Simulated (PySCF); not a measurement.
C5H5Cl, SMILES C#CCC(=C)Cl. Heavy atoms are numbered as in [CH:1]#[C:2][CH2:3][C:4](=[CH2:5])[Cl:6]. Hydrogens are named by the atom that carries them.

Geometry optimised at B3LYP-D3(BJ)/def2-SVP. One conformer was computed; it need not be the lowest.

Method: PBE/pcSseg-1 in PySCF.

GIAO shieldings, no solvent; atoms alike by connectivity are averaged. δ = σ(ref) − σ: ¹³C against TMS (σ = 182.0 ppm); ³⁵Cl against HCl (σ = 936.5 ppm); ¹H against TMS (σ = 31.49 ppm), references at their B3LYP-D3(BJ)/def2-TZVP geometries, non-relativistic (without spin–orbit terms, shifts of atoms bonded to Cl or Br come out too high).

| atoms | nucleus | count | δ (ppm) |
|---|---|---|---|
| C4 | ¹³C | 1 | 156.2 |
| C5 (CH2) | ¹³C | 1 | (withheld) |
| C2 | ¹³C | 1 | 82.4 |
| C1 (CH) | ¹³C | 1 | 76.2 |
| C3 (CH2) | ¹³C | 1 | (withheld) |
| Cl6 | ³⁵Cl | 1 | 296.3 |
| H on C5 | ¹H | 2 | 5.64 |
| H on C3 | ¹H | 2 | (withheld) |
| H on C1 | ¹H | 1 | (withheld) |

**Question.** Fill in the missing entries. (Estimate from the structure and the level; the computed values follow.)

**Answer.** 
- H on C3, δ (ppm): 3.45
- H on C1, δ (ppm): 2.08
- C5 (CH2), δ (ppm): 120.3
- C3 (CH2), δ (ppm): 37.1
